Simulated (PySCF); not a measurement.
A species of formula C4H12Ge has this rotational fingerprint, computed with PBE0-D3(BJ)/def2-SVP geometry optimisation, gas phase in PySCF:

* Rotational constants: A = 2881, B = 2879, C = 2877 MHz
* Dipole components: |μa| = 0.00 D, |μb| = 0.00 D, |μc| = 0.00 D
* Inertial defect: -175.32 u·Å²

**Question.** Which candidate fits, each taken in the one conformer that was computed?
A. `[CH3:1][CH2:2][CH2:3][CH2:4][GeH3:5]` with C1–C2–C3–C4 178°, C2–C3–C4–Ge5 62° (n-butylgermane)
B. Ge(tBu)H3 (`[H][Ge]([H])([H])[C](C)(C)C`)
C. `[CH3:1][CH2:2][C@H:3]([CH3:4])[GeH3:5]` with C1–C2–C3–C4 -176°
D. GeH3(nBu), `C(CC)[CH2][GeH3]`
E. tetramethylgermane (`[CH3][Ge]([CH3])([CH3])[CH3]`)
F. `[CH3:1][CH2:2][GeH:3]([CH3:4])[CH3:5]` with C1–C2–Ge3–C4 63°

**Answer.** E. It is [CH3][Ge]([CH3])([CH3])[CH3], a spherical top, point group Td. The candidates at the same level (rigid rotor, commonest isotopes):

```tsv
SMILES	A (MHz)	B (MHz)	C (MHz)	μa (D)	μb (D)	μc (D)	Δ (u·Å²)	point group	rotor
CC[C@H](C)[GeH3]	3675	2168	1468	0.82	0.34	0.20	-26.41	C1	asymmetric top
CCC[CH2][GeH3]	7570	1166	1072	0.68	0.54	0.13	-28.69	C1	near-prolate asymmetric top
[CH3][Ge]([CH3])([CH3])[CH3]	2881	2879	2877	0.00	0.00	0.00	-175.32	Td	spherical top
[H][Ge]([H])([H])[CH2]CCC	10752	979.8	947.3	0.85	0.08	0.19	-29.28	C1	near-prolate asymmetric top
C[CH2][GeH]([CH3])[CH3]	3803	2394	1990	0.31	0.00	0.44	-90.00	near Cs	asymmetric top
[H][Ge]([H])([H])[C](C)(C)C	4311	1964	1964	0.81	0.00	0.00	-117.20	near C3v	–
```

`C[CH2][GeH]([CH3])[CH3]` has A 32 % too high; `CC[C@H](C)[GeH3]` has C 49 % too low; `[H][Ge]([H])([H])[C](C)(C)C` has A 50 % too high; `CCC[CH2][GeH3]` has A 163 % too high; `[H][Ge]([H])([H])[CH2]CCC` has A 273 % too high. No structure here is proved a minimum.
